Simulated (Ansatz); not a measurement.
Cost and result for the atomization energy of `[CH3][Ga]([F])[TeH]` (8 atoms, 7 bonds).

Charge 0, multiplicity 1. Correlated methods include outer-core shells of Ga, Te, which these sets cover unevenly. Scalar relativity is left out up to krypton. Te: def2 effective core potential. The geometry is a stationary point of PBE0-D4/def2-TZVP. Program: Ansatz. All runs use 4 threads of an Intel Xeon Platinum 8259CL on a shared host. Times are those of one run each, without the atoms' runs, and a repeat can differ threefold. Electronic energies, without spin–orbit coupling; frozen cores. CCSD(T)/CBS adds CCSD(T) − MP2 in def2-TZVPP to the MP2 limit, and its time is that of the two runs behind it. T1 = 0.012. With those shells the extrapolation isn't a true limit. B3LYP takes the VWN-RPA correlation (the form of Gaussian; ORCA's B3LYP/G). HSE06 is the plane-wave form, built on full-range PBE exchange.

CCSD(T)/CBS is a level of theory with its own doubt, some kJ/mol a heavy atom from the limit and from the frozen cores, so smaller differences don't rank the functionals.

```
                            level  functions  wall time
           LDA (SPW92)/def2-TZVPP        216      1.1 s
               PBE0-D4/def2-TZVPP        216      2.7 s
              BHLYP-D4/def2-TZVPP        216      2.9 s
              HSE06-D4/def2-TZVPP        216      3.1 s
          CAM-B3LYP-D4/def2-TZVPP        216      3.3 s
B3LYP-D4/def2-TZVPP (with forces)        216      4.1 s
                B2PLYP/def2-TZVPP        216      4.9 s
              PBE-QIDH/def2-TZVPP        216      5.5 s
                B97M-V/def2-TZVPP        216        6 s
                 CCSD(T)/def2-SVP        106        7 s
                   MP2/def2-QZVPP        405       18 s
               CCSD(T)/def2-TZVPP        216      110 s
                CCSD(T)/CBS(def2)          –    2.1 min
```

**Question.** What atomization energy does each give, and how far from CCSD(T)/CBS? (Best estimate.)

**Answer.** The calculation gave: 
```
                            level  atomization (kJ/mol)  difference from CCSD(T)/CBS  per bond
           LDA (SPW92)/def2-TZVPP                2930.8                        348.3      49.8
               PBE0-D4/def2-TZVPP                2546.9                        -35.6      -5.1
              BHLYP-D4/def2-TZVPP                2471.0                       -111.5     -15.9
              HSE06-D4/def2-TZVPP                2547.9                        -34.6      -4.9
          CAM-B3LYP-D4/def2-TZVPP                2552.2                        -30.3      -4.3
B3LYP-D4/def2-TZVPP (with forces)                2537.7                        -44.8      -6.4
                B2PLYP/def2-TZVPP                2524.7                        -57.8      -8.2
              PBE-QIDH/def2-TZVPP                2546.4                        -36.1      -5.1
                B97M-V/def2-TZVPP                2556.5                        -26.0      -3.7
                 CCSD(T)/def2-SVP                2415.6                       -166.9     -23.8
                   MP2/def2-QZVPP                2598.5                         16.0       2.3
               CCSD(T)/def2-TZVPP                2515.8                        -66.7      -9.5
                CCSD(T)/CBS(def2)                2582.5                          0.0       0.0
```

From BLYP to BHLYP (50 % exact exchange), in def2-TZVPP and without D4, the atomization energy moves by −52.2 kJ/mol: exact exchange takes away binding that semilocal exchange gives to molecules. Leaving LDA and LC-ωPBE aside and taking each functional with its dispersion term where it has one, the values, not all of them listed here, spread over 120.4 kJ/mol, from BHLYP-D4 to PBE-D4. LDA lies +356.5 kJ/mol from PBE without D4, its usual overbinding. The D4 term adds +27.9 kJ/mol with B3LYP and +14.7 kJ/mol with PBE0; it sums over pairs of atoms, weighted by their polarisabilities, and B3LYP, whose exchange is more repulsive, gets the larger term.

Spin–orbit coupling would lower the free Te atoms strongly, and the atomization energy with them, by more than many differences here.
